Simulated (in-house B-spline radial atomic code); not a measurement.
I III (I2+) is squeezed into an impenetrable sphere of radius R (the orbitals vanish at R). No spin polarisation. Method: scalar-relativistic (X2C) PBE, spherical fractional occupations, Fermi nucleus of rms radius 4.75 fm. Calculated with a radial B-spline atomic code at the basis-set limit.

Energies in eV above the free ion in [Kr] 4d10 5s2 5p3:

```tsv
R (bohr)	highest level (eV)	[Kr] 4d10 5s2 5p3	[Ar] 3d10 4s2 4p5 4d10 4f1 5s2 5p3	[Kr] 4d10 4f1 5s2 5p2
7.07	-24.5	0.007112	147.2	20.17
6.86	-24.5	0.01139	147.2	20.26
5.33	-24.2	0.3115	148	21.62
3.98	-21.6	4.866	153.6	27.93
3.51	-18.5	12.41	161.8	35.88
3.25	-15.4	20.88	170.9	44.18
2.5	7.39	98.83	252.1	115.4
2.05	49.8	278.3	436.7	275.3
1.75	115	603.1	768.7	564.7
1.56	192	1032	1205	949.7
```

Problem. Does [Ar] 3d10 4s2 4p5 4d10 4f1 5s2 5p3 fall below [Kr] 4d10 5s2 5p3 under compression?

Solution. No, it stays above over the whole range.

Problem. Does [Kr] 4d10 4f1 5s2 5p2 fall below [Kr] 4d10 5s2 5p3 under compression?

Solution. Yes, between R = 2.5 and 2.05 bohr the order changes (near 2.12 bohr by linear interpolation).

The highest level is first positive in the row R = 2.5 bohr, pushed up by confinement above the zero of the free ion's potential. Each configuration is held fixed and needn't be the lowest in the sphere.
